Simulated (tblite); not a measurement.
A geometry optimisation, step by step.

Compound: C₅H₈BFO₂.
Numbering: `[OH:1][B:2]([OH:3])[C@:4]12[CH2:5][C@:6]([F:7])([CH2:8]1)[CH2:9]2` (hydrogens: H10 on O1; H11 on O3; H12, H13 on C5; H14, H15 on C8; H16, H17 on C9)

Computed with GFN2-xTB (tblite), gas phase: L-BFGS steps from a force-field or distance-geometry start until the largest atomic force falls under 0.01 eV/Å. 12 of its 49 geometries are shown.

Step 0: E = -784.9922 eV, largest atomic force 3.730 eV/Å
```
atom  x, y, z in Å  |  force x, y, z in eV/Å
O1      2.530    0.412    0.955   -1.425  -2.209  -0.978
B2      1.680   -0.038   -0.160    2.064   0.058  -0.020
O3      2.312   -0.617   -1.341   -1.054  -0.577   2.386
C4      0.100    0.100   -0.066    3.695  -0.507  -0.070
C5     -0.770   -0.574    1.030   -0.513   0.321  -0.245
C6     -1.636    0.240    0.051   -1.413   0.196   0.270
F7     -3.005    0.362    0.138   -0.090  -0.031   0.021
C8     -0.882   -0.340   -1.146   -0.778   0.089  -0.197
C9     -0.650    1.415    0.124   -0.890   0.222   0.321
H10     2.611   -0.378    1.547    0.140   1.358  -0.657
H11     2.355   -1.586   -1.159    0.155   1.249  -0.593
H12    -0.874   -1.685    0.960    0.120   1.006   0.301
H13    -0.675   -0.160    2.065   -0.102  -0.605  -0.939
H14    -0.894    0.270   -2.083   -0.019  -0.759   0.793
H15    -0.999   -1.437   -1.303    0.109   0.906  -0.100
H16    -0.658    2.110   -0.742    0.061  -0.384   0.771
H17    -0.551    1.916    1.122   -0.057  -0.334  -1.065
```

Step 4: E = -785.6742 eV, largest atomic force 0.364 eV/Å
```
atom  x, y, z in Å  |  force x, y, z in eV/Å
O1      2.485    0.345    0.912   -0.015  -0.116   0.170
B2      1.727   -0.049   -0.152   -0.035  -0.176   0.093
O3      2.281   -0.626   -1.258   -0.014  -0.201   0.007
C4      0.162    0.104   -0.073    0.109  -0.008  -0.026
C5     -0.769   -0.548    0.997   -0.120   0.009   0.055
C6     -1.668    0.247    0.056   -0.070   0.021  -0.014
F7     -3.027    0.360    0.143   -0.028  -0.035   0.035
C8     -0.889   -0.326   -1.122   -0.172   0.010  -0.132
C9     -0.668    1.393    0.125   -0.174   0.179   0.038
H10     2.642   -0.338    1.556    0.293   0.165   0.139
H11     2.381   -1.570   -1.201    0.244  -0.009  -0.267
H12    -0.869   -1.629    0.976    0.029  -0.081  -0.062
H13    -0.682   -0.191    2.016    0.034   0.095   0.088
H14    -0.900    0.233   -2.048   -0.045   0.088  -0.100
H15    -0.996   -1.389   -1.311    0.009  -0.085   0.009
H16    -0.658    2.092   -0.700   -0.035   0.113  -0.129
H17    -0.557    1.904    1.074   -0.011   0.031   0.097
```

Step 9: E = -785.8844 eV, largest atomic force 0.607 eV/Å
```
atom  x, y, z in Å  |  force x, y, z in eV/Å
O1      2.421    0.236    0.991   -0.414  -0.086   0.435
B2      1.720   -0.183   -0.084   -0.234   0.186  -0.071
O3      2.235   -0.749   -1.192   -0.372  -0.319  -0.155
C4      0.133    0.142   -0.094    0.063  -0.074   0.071
C5     -0.797   -0.517    0.984    0.193  -0.013  -0.061
C6     -1.713    0.266    0.050    0.234  -0.029  -0.004
F7     -3.077    0.337    0.171    0.115   0.059  -0.062
C8     -0.938   -0.301   -1.141    0.266   0.031   0.102
C9     -0.725    1.433    0.114    0.331  -0.188  -0.038
H10     2.903   -0.222    1.676    0.226  -0.032  -0.552
H11     2.600   -1.600   -1.415    0.283   0.289   0.335
H12    -0.852   -1.605    0.953   -0.106   0.061   0.004
H13    -0.677   -0.162    2.006   -0.094   0.022  -0.090
H14    -0.952    0.253   -2.079   -0.092  -0.019   0.115
H15    -1.000   -1.376   -1.315   -0.113   0.147  -0.007
H16    -0.700    2.141   -0.715   -0.149  -0.067   0.157
H17    -0.587    1.919    1.081   -0.136   0.031  -0.179
```

Step 13: E = -785.9324 eV, largest atomic force 2.991 eV/Å
```
atom  x, y, z in Å  |  force x, y, z in eV/Å
O1      2.241    0.122    1.129   -2.373   0.844  -1.613
B2      1.666   -0.134   -0.085    1.698  -1.317   0.162
O3      2.035   -0.875   -1.181    0.655  -0.131   0.528
C4      0.184    0.132   -0.093   -1.532   0.703  -0.068
C5     -0.739   -0.511    0.956   -0.717  -0.495   0.709
C6     -1.653    0.259    0.047   -0.480   0.207   0.139
F7     -3.017    0.363    0.145    0.006  -0.032   0.018
C8     -0.875   -0.287   -1.111   -0.690  -0.340  -0.835
C9     -0.662    1.391    0.111   -0.653   0.603   0.012
H10     3.029   -0.204    1.431    2.700  -1.052   0.624
H11     2.789   -1.481   -1.289   -0.251   0.759   0.389
H12    -0.889   -1.569    0.962    0.217  -0.794  -0.189
H13    -0.711   -0.163    1.960    0.361   0.401   0.853
H14    -0.983    0.243   -2.022    0.252   0.758  -0.861
H15    -1.040   -1.316   -1.326    0.218  -1.036   0.033
H16    -0.749    2.109   -0.658    0.218   0.613  -1.257
H17    -0.631    1.934    1.014    0.371   0.309   1.356
```

Step 17: E = -786.4756 eV, largest atomic force 1.328 eV/Å
```
atom  x, y, z in Å  |  force x, y, z in eV/Å
O1      2.228    0.052    1.117    0.796  -0.129   0.005
B2      1.625   -0.226   -0.060    0.526  -0.038   0.109
O3      2.026   -0.934   -1.130    1.194  -0.550  -0.185
C4      0.131    0.162   -0.105   -0.641  -0.248   0.310
C5     -0.782   -0.514    0.975   -0.263  -0.034   0.115
C6     -1.685    0.269    0.046   -0.235   0.143   0.037
F7     -3.034    0.372    0.144   -0.581  -0.016   0.071
C8     -0.929   -0.292   -1.143    0.008   0.092   0.009
C9     -0.725    1.444    0.117    0.366  -0.168  -0.147
H10     3.140   -0.197    1.335   -0.494   0.024  -0.358
H11     2.895   -1.382   -1.220   -0.783   0.586   0.332
H12    -0.875   -1.599    0.959    0.083   0.059  -0.089
H13    -0.688   -0.151    1.992    0.060   0.053   0.068
H14    -0.966    0.284   -2.057   -0.027   0.034  -0.209
H15    -1.026   -1.361   -1.333    0.078   0.156   0.035
H16    -0.736    2.133   -0.723   -0.035   0.102   0.087
H17    -0.607    1.949    1.077   -0.051  -0.066  -0.190
```

Step 22: E = -786.6129 eV, largest atomic force 0.243 eV/Å
```
atom  x, y, z in Å  |  force x, y, z in eV/Å
O1      2.275    0.026    1.085    0.030   0.101  -0.087
B2      1.608   -0.246   -0.058    0.096   0.015   0.040
O3      2.067   -0.955   -1.111    0.124   0.074   0.050
C4      0.091    0.130   -0.079    0.039   0.040  -0.063
C5     -0.837   -0.511    0.988    0.031  -0.027  -0.022
C6     -1.739    0.288    0.048    0.081  -0.066  -0.005
F7     -3.104    0.390    0.143    0.171   0.047  -0.017
C8     -0.956   -0.279   -1.140   -0.020  -0.049   0.004
C9     -0.722    1.433    0.110   -0.105   0.007   0.021
H10     3.184   -0.248    1.177    0.168  -0.082  -0.037
H11     2.961   -1.286   -1.068    0.167  -0.055  -0.030
H12    -0.874   -1.596    0.959   -0.242  -0.019  -0.016
H13    -0.681   -0.156    2.004   -0.202   0.060  -0.019
H14    -0.949    0.290   -2.068   -0.091  -0.007   0.097
H15    -1.015   -1.345   -1.337   -0.181  -0.037  -0.002
H16    -0.719    2.134   -0.723   -0.002  -0.030   0.042
H17    -0.596    1.942    1.060   -0.064   0.028   0.041
```

Step 26: E = -786.6576 eV, largest atomic force 0.230 eV/Å
```
atom  x, y, z in Å  |  force x, y, z in eV/Å
O1      2.336    0.043    1.069    0.024   0.006  -0.067
B2      1.635   -0.248   -0.053   -0.002   0.019  -0.019
O3      2.133   -0.954   -1.095    0.063   0.008   0.012
C4      0.094    0.115   -0.077   -0.072  -0.014   0.086
C5     -0.857   -0.515    0.989    0.009  -0.023  -0.001
C6     -1.742    0.284    0.047    0.045   0.092  -0.005
F7     -3.099    0.407    0.142   -0.076   0.021  -0.018
C8     -0.970   -0.286   -1.135    0.075  -0.040  -0.027
C9     -0.733    1.424    0.114    0.227   0.034   0.006
H10     3.239   -0.275    1.120   -0.040   0.058  -0.007
H11     3.038   -1.270   -1.042   -0.104   0.081   0.004
H12    -0.948   -1.598    0.952   -0.046   0.013   0.100
H13    -0.744   -0.137    2.002   -0.046  -0.109  -0.015
H14    -0.980    0.291   -2.054    0.001   0.025  -0.057
H15    -1.069   -1.346   -1.337   -0.053  -0.097  -0.008
H16    -0.722    2.133   -0.708   -0.003  -0.026  -0.105
H17    -0.620    1.945    1.059   -0.001  -0.045   0.122
```

Step 31: E = -786.6679 eV, largest atomic force 0.107 eV/Å
```
atom  x, y, z in Å  |  force x, y, z in eV/Å
O1      2.347    0.058    1.054   -0.031   0.010   0.011
B2      1.636   -0.244   -0.057    0.016  -0.011   0.020
O3      2.139   -0.943   -1.099   -0.015  -0.020  -0.018
C4      0.093    0.102   -0.070   -0.048  -0.006   0.005
C5     -0.870   -0.518    0.989    0.024  -0.039   0.037
C6     -1.739    0.295    0.043   -0.002  -0.074   0.025
F7     -3.100    0.420    0.134    0.041   0.065  -0.035
C8     -0.968   -0.290   -1.136   -0.022  -0.006   0.006
C9     -0.712    1.423    0.116   -0.093  -0.044  -0.001
H10     3.246   -0.271    1.101    0.020   0.070  -0.005
H11     3.044   -1.251   -1.027    0.007   0.039  -0.047
H12    -0.973   -1.599    0.970   -0.058  -0.025  -0.049
H13    -0.763   -0.157    2.007   -0.015   0.045   0.026
H14    -0.976    0.286   -2.057    0.043  -0.019   0.001
H15    -1.087   -1.352   -1.335   -0.014   0.024   0.020
H16    -0.710    2.122   -0.718    0.089  -0.003   0.060
H17    -0.616    1.931    1.073    0.057  -0.006  -0.057
```

Step 35: E = -786.6804 eV, largest atomic force 0.196 eV/Å
```
atom  x, y, z in Å  |  force x, y, z in eV/Å
O1      2.361    0.084    1.041    0.068  -0.054   0.025
B2      1.643   -0.253   -0.054   -0.103  -0.017  -0.002
O3      2.145   -0.936   -1.109    0.108  -0.029   0.064
C4      0.087    0.069   -0.056    0.020  -0.063   0.050
C5     -0.898   -0.532    1.000   -0.039  -0.015  -0.034
C6     -1.742    0.298    0.041   -0.013   0.059  -0.002
F7     -3.095    0.468    0.109   -0.082   0.014   0.010
C8     -0.975   -0.297   -1.132    0.042  -0.087   0.030
C9     -0.699    1.403    0.121    0.167   0.003   0.035
H10     3.275   -0.211    1.097   -0.152   0.101  -0.072
H11     3.065   -1.211   -1.059   -0.116   0.070  -0.049
H12    -1.041   -1.609    0.986    0.013  -0.025  -0.094
H13    -0.804   -0.178    2.026    0.020   0.078  -0.097
H14    -0.958    0.267   -2.063    0.023   0.017   0.099
H15    -1.126   -1.353   -1.324    0.015  -0.139  -0.034
H16    -0.656    2.102   -0.711    0.009   0.010   0.033
H17    -0.588    1.903    1.077    0.020   0.080   0.039
```

Step 39: E = -786.7006 eV, largest atomic force 0.138 eV/Å
```
atom  x, y, z in Å  |  force x, y, z in eV/Å
O1      2.355    0.110    1.026   -0.012   0.035   0.075
B2      1.627   -0.275   -0.046    0.046  -0.103   0.079
O3      2.138   -0.928   -1.112    0.007  -0.007  -0.037
C4      0.073    0.003   -0.023   -0.001  -0.024  -0.025
C5     -0.950   -0.557    1.011   -0.058   0.062  -0.044
C6     -1.745    0.311    0.037    0.035   0.030  -0.039
F7     -3.095    0.550    0.068    0.092  -0.044   0.046
C8     -0.978   -0.329   -1.118   -0.043   0.014   0.016
C9     -0.650    1.370    0.138   -0.041   0.012   0.003
H10     3.290   -0.099    1.050   -0.035   0.019  -0.061
H11     3.076   -1.123   -1.099    0.042  -0.007  -0.039
H12    -1.132   -1.631    0.984    0.007   0.083  -0.003
H13    -0.851   -0.193    2.031   -0.021  -0.030  -0.038
H14    -0.909    0.238   -2.044   -0.018  -0.030   0.044
H15    -1.170   -1.382   -1.313    0.030   0.047   0.011
H16    -0.559    2.070   -0.690   -0.007  -0.028  -0.024
H17    -0.527    1.878    1.090   -0.022  -0.029   0.036
```

Step 44: E = -786.7050 eV, largest atomic force 0.045 eV/Å
```
atom  x, y, z in Å  |  force x, y, z in eV/Å
O1      2.353    0.117    1.031    0.027  -0.036  -0.001
B2      1.629   -0.296   -0.034   -0.030   0.025  -0.019
O3      2.146   -0.929   -1.111    0.020  -0.006   0.028
C4      0.071   -0.014   -0.017    0.013   0.001  -0.005
C5     -0.966   -0.557    1.011    0.003   0.001   0.004
C6     -1.742    0.317    0.034   -0.001   0.016  -0.003
F7     -3.087    0.565    0.066   -0.026  -0.004   0.019
C8     -0.981   -0.334   -1.114    0.017   0.003  -0.007
C9     -0.640    1.364    0.140    0.032  -0.002  -0.003
H10     3.295   -0.067    1.030   -0.034   0.021  -0.007
H11     3.088   -1.103   -1.119   -0.017   0.004  -0.004
H12    -1.161   -1.625    0.982   -0.007  -0.018  -0.002
H13    -0.871   -0.198    2.031   -0.003   0.008   0.017
H14    -0.904    0.230   -2.040    0.000   0.003  -0.011
H15    -1.181   -1.384   -1.308    0.008  -0.010  -0.003
H16    -0.537    2.059   -0.689    0.004  -0.001  -0.001
H17    -0.520    1.865    1.096   -0.006  -0.004  -0.003
```

Step 48: E = -786.7053 eV, largest atomic force 0.009 eV/Å
```
atom  x, y, z in Å  |  force x, y, z in eV/Å
O1      2.351    0.114    1.032   -0.001  -0.002   0.005
B2      1.627   -0.297   -0.033    0.008   0.000  -0.002
O3      2.145   -0.930   -1.108    0.001  -0.001  -0.009
C4      0.071   -0.017   -0.016   -0.002   0.002   0.001
C5     -0.968   -0.557    1.012    0.002  -0.003  -0.002
C6     -1.742    0.319    0.033   -0.002  -0.007   0.003
F7     -3.087    0.568    0.067    0.004   0.000   0.007
C8     -0.980   -0.334   -1.115   -0.004  -0.001  -0.001
C9     -0.636    1.362    0.140   -0.009   0.002   0.000
H10     3.294   -0.059    1.025    0.004   0.004   0.001
H11     3.089   -1.098   -1.121   -0.002  -0.001   0.005
H12    -1.165   -1.626    0.981   -0.004   0.005   0.005
H13    -0.873   -0.198    2.033   -0.004  -0.002  -0.007
H14    -0.901    0.228   -2.041    0.000  -0.001  -0.002
H15    -1.181   -1.385   -1.307    0.002   0.000  -0.003
H16    -0.532    2.057   -0.689    0.006   0.003   0.000
H17    -0.518    1.863    1.097    0.002   0.003   0.000
```

**Question.** Summarise the path.

**Answer.** The energy falls by 39.50 kcal/mol from step 0 to step 48; nine tenths of that is first reached at step 19. It rises by more than 0.2 meV at step 13. The largest force goes from 3.730 to 0.009 eV/Å. Among the bonds O1–B2 changes most, from 1.473 to 1.352 Å; the atoms move by 0.371 Å rms after alignment.

The cost below is that of the whole relaxation. Time: 0.32 s. Hardware: one thread of an Arm Neoverse V1, shared host.
